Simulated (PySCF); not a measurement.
Input for PySCF:
```python
from pyscf import gto, scf, dft

mol = gto.M(
    atom='''
B    -0.44354892    0.54295638    0.18107567
Cl    0.83852812    1.66692190   -0.42070107
Cl   -1.68937367    1.15523424    1.13495186
O    -0.28671727   -0.79343695    0.20060600
C     0.75016308   -1.60480773   -0.20417016
C     0.18980387   -3.05211320   -0.76722777
O     1.90223111   -1.16935248   -0.26887296
H     0.99788854   -3.54276569   -0.89684950
H    -0.51489397   -2.87876270   -1.62842346
H    -0.37659734   -3.21507212    0.23666166
''',
    basis='sto-3g',
    verbose=4,
)

mf = dft.RKS(mol)
mf.xc = 'pbe'
mf.kernel()
g = mf.nuc_grad_method()
grad = g.kernel()
```

### Question
Give the Mulliken (on the basis functions themselves) charges in atom order at the level PySCF with PBE/STO-3G, gradient.

### Answer
B1 0.33, Cl2 -0.18, Cl3 -0.13, O4 -0.19, C5 0.23, C6 -0.27, O7 -0.15, H8 0.13, H9 0.11, H10 0.10

### Question
Estimate the number of basis functions that PBE/STO-3G, gradient returns for this input.

### Answer
46

### Question
Estimate the nuclear repulsion energy that PBE/STO-3G, gradient returns for this input.

### Answer
402.9260 Eh

### Question
What HOMO-LUMO gap does PBE/STO-3G, gradient give?

### Answer
3.65 eV
